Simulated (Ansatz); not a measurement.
Reaction (hydrogenolysis of the Sb–Cl bond): `CC[O][Sb]([SiH3])[Cl]` + H₂ → `CC[O][SbH][SiH3]` + HCl

Isolated molecules relaxed with PBE0-D4/def2-TZVP in Ansatz; ΔE leaves out vibrations. CBS: MP2 limit from def2 TZ/QZ plus the TZ coupled-cluster correction, frozen cores. This one scheme is used for every species. DFT in def2-TZVPP. B3LYP here is the variant with VWN-RPA as its local correlation; programs differ in this. Elements past krypton have def2 core potentials. For Sb outer-core shells are correlated without core-valence functions, which leaves a few kJ/mol of doubt a bond. One conformer a species, not always the lowest.

| level | ΔE (kcal/mol) | difference from CCSD(T)/CBS |
| --- | --- | --- |
| PBE-D4 | 18.5 | 1.1 |
| B3LYP-D4 | 18.5 | 1.1 |
| ωB97X-V | 16.3 | -1.1 |
| ωB97M-V | 16.6 | -0.8 |
| B2PLYP | 16.1 | -1.3 |
| r2SCAN | 17.6 | 0.2 |
| PBE0 | 14.9 | -2.5 |
| B3LYP | 15.5 | -1.9 |
| HF/def2-TZVPP | 11.9 | -5.5 |
| SCS-MP2/def2-TZVPP | 15.6 | -1.8 |
| CCSD/def2-TZVPP | 12.8 | -4.6 |
| CCSD(T)/def2-TZVPP | 14.1 | -3.3 |
| MP2/def2-QZVPP | 18.8 | 1.4 |
| SCS-MP2/def2-QZVPP | 17.5 | 0.1 |
| HF/CBS(def2) | 12.6 | -4.8 |
| MP2/CBS(def2) | 20.0 | 2.6 |
| CCSD(T)/CBS | 17.4 | 0 |

Largest T1 diagnostic among the species: 0.014.

In def2-TZVPP, CCSD(T) changes the Hartree–Fock value by +2.1 kcal/mol (the triples alone add +1.3 kcal/mol) and MP2 by +4.8 kcal/mol. The D4 term adds +2.9 kcal/mol with B3LYP and +1.6 kcal/mol with PBE0; it sums over pairs of atoms, weighted by their polarisabilities, and B3LYP, whose exchange is more repulsive, gets the larger term. From PBE to PBE0 (25 % exact exchange), in def2-TZVPP and without D4, ΔE moves by −1.7 kcal/mol.
